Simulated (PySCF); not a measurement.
Job file and geometry (Å, from GFN2-xTB) of an NMR shielding run on `[C@@H]1(B(F)F)CC[Si@@H]1F`, C$_{3}$H$_{6}$BF$_{3}$Si, GIAO PBE0/pcSseg-1 NMR shielding, non-relativistic, gas phase (PySCF); density fitting, a coarse starting grid and PySCF grid level 2 are the driver's defaults:

```
$ OMP_NUM_THREADS=1 python probes_run.py task.json out

{"job": {"kind": "nmr", "xc": "PBE0", "basis": "pcSseg-1"}, "charge": 0, "multiplicity": 1}
F      3.010674     0.206932     0.744112
B      1.989314    -0.230755     0.021686
F      2.310412    -0.525046    -1.226786
C      0.549990    -0.316541     0.584823
C     -0.521154    -1.080926    -0.235311
C     -1.551514     0.047406    -0.491452
Si    -0.453007     1.320878     0.396575
F      0.204659     2.418144    -0.587523
H      0.562927    -0.625295     1.629292
H     -0.109622    -1.469403    -1.164473
H     -0.943128    -1.911290     0.326649
H     -1.721630     0.234441    -1.550036
H     -2.520757    -0.157484    -0.043226
H     -0.807841     2.088468     1.573504
```

Q: Write the output of this run.

A: 
```
coarse grid: 12952 points
cycle   1  E = -731.1701916797  dE =  9.073e-01  |g| = 8.393e-01  |ddm| = 3.404e+00
cycle   2  E = -731.0726545028  dE =  9.754e-02  |g| = 1.188e+00  |ddm| = 1.334e+00
cycle   3  E = -731.2919506357  dE = -2.193e-01  |g| = 8.413e-02  |ddm| = 8.038e-01
cycle   4  E = -731.2930868711  dE = -1.136e-03  |g| = 3.827e-02  |ddm| = 9.246e-02
cycle   5  E = -731.2933833421  dE = -2.965e-04  |g| = 5.505e-03  |ddm| = 3.361e-02
cycle   6  E = -731.2933889309  dE = -5.589e-06  |g| = 1.899e-03  |ddm| = 6.322e-03
final grid: 123808 points
cycle   7  E = -731.3535562952  dE = -5.371e-05  |g| = 8.082e-03  |ddm| = 2.376e-02
cycle   8  E = -731.3535462581  dE =  1.004e-05  |g| = 1.027e-02  |ddm| = 1.452e-02
cycle   9  E = -731.3535713879  dE = -2.513e-05  |g| = 7.326e-04  |ddm| = 8.600e-03
cycle  10  E = -731.3535714607  dE = -7.274e-08  |g| = 3.272e-04  |ddm| = 7.846e-04
cycle  11  E = -731.3535714756  dE = -1.493e-08  |g| = 5.030e-05  |ddm| = 2.275e-04
cycle  12  E = -731.3535714760  dE = -4.291e-10  |g| = 1.166e-05  |ddm| = 5.504e-05
converged SCF energy = -731.3535714760

GIAO shielding tensors (ppm)
atom      isotropic    diamagn.    paramagn.     s11        s22        s33       span
  0 F      250.869     466.581    -215.713     92.100    297.439    363.068    270.969
  1 B       72.448     192.396    -119.949     43.779     80.261     93.304     49.525
  2 F      247.601     469.423    -221.822     69.573    293.592    379.637    310.064
  3 C      156.638     263.128    -106.491    121.312    172.231    176.369     55.057
  4 C      169.260     249.628     -80.368    161.334    166.776    179.670     18.336
  5 C      161.089     256.400     -95.311    127.320    172.473    183.474     56.154
  6 Si     318.106     877.830    -559.724    271.278    302.355    380.685    109.407
  7 F      351.080     468.217    -117.138    324.998    343.985    384.256     59.258
  8 H       29.573      32.689      -3.115     25.482     29.079     34.160      8.678
  9 H       29.306      32.023      -2.718     25.015     28.500     34.403      9.389
 10 H       29.627      31.426      -1.798     25.427     27.867     35.587     10.160
 11 H       29.593      30.801      -1.208     25.858     27.236     35.684      9.826
 12 H       29.769      30.412      -0.643     25.637     27.787     35.882     10.245
 13 H       25.866      28.436      -2.570     21.895     24.353     31.351      9.456
```

Size and cost of the density-fitted run: 173 basis functions, 69 s wall time on 1 thread of an Intel Xeon, shared host; peak memory 0.78 GiB.
